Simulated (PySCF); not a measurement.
# Computed properties of C6H6O, SMILES C1C(C1)(C=O)C#C

1-ethynylcyclopropane-1-carbaldehyde (C₆H₆O), SMILES C#CC1(C=O)CC1. Coordinates come from a ωB97X-D3(BJ)/def2-SVP optimisation. The values are those of a single conformer. All values are computed for the isolated molecule unless a solvent is named; none is compared with measurement here.

**Structure.** The optimised structure has Cs symmetry. All 33 harmonic modes at ωB97X-D3(BJ)/def2-SVP (PySCF) are real, so it is a minimum. With heavy atoms numbered as in [CH:1]#[C:2][C:3]1([CH:4]=[O:5])[CH2:6][CH2:7]1, the shortest bond between them is C4–O5 at 1.205 Å and the longest C3–C6 at 1.527 Å.

**Vibrations.** The strongest infrared lines (harmonic, unscaled, degenerate partners summed) lie at 1875 cm⁻¹ (177 km/mol, C 61 %, O 37 %), 3485 cm⁻¹ (83 km/mol, H 85 %, C 15 %), 1058 cm⁻¹ (76 km/mol, C 62 %, H 38 %). The softest mode is at 116 cm⁻¹ and the zero-point energy is 63.6 kcal/mol.

**Electronic structure.** r2SCAN/def2-TZVP (PySCF) places the frontier levels at -6.39 and -1.96 eV, a gap of 4.43 eV, and gives a dipole moment of 2.16 D and a mean polarisability of 69.8 bohr³. PBE/def2-TZVP (PySCF) at the same geometry gives -6.11 and -2.19 eV, so its gap is 0.51 eV narrower. An orbital gap is neither the optical nor the fundamental gap.

**Excitations.** TDA-ωB97X/def2-SVPD (PySCF) has S1 at 4.46 eV (278 nm, f = 0.000, dark); the most intense of the 10 singlets computed lies at 6.57 eV (f = 0.08). T1 (TDA) is at 3.91 eV, 0.55 eV under S1. TDA-PBE/def2-SVPD (PySCF) puts S1 at 4.11 eV. No vertical singlet excitation falls in the visible range (under 3.1 eV).

**NMR.** GIAO shifts at KT2/pcSseg-1 (PySCF) (non-relativistic, atoms alike by connectivity averaged): ¹³C from 27.8 to 193.9 ppm against TMS; ¹H from 1.7 to 10.3 ppm against TMS.

**Solvation.** SMD-B3LYP/6-31G* (PySCF) gives -2.2 kcal/mol in water, -4.7 kcal/mol in toluene, -4.9 kcal/mol in ethanol (1 M in both phases, gas-phase geometry); of these solvents ethanol holds the molecule best.
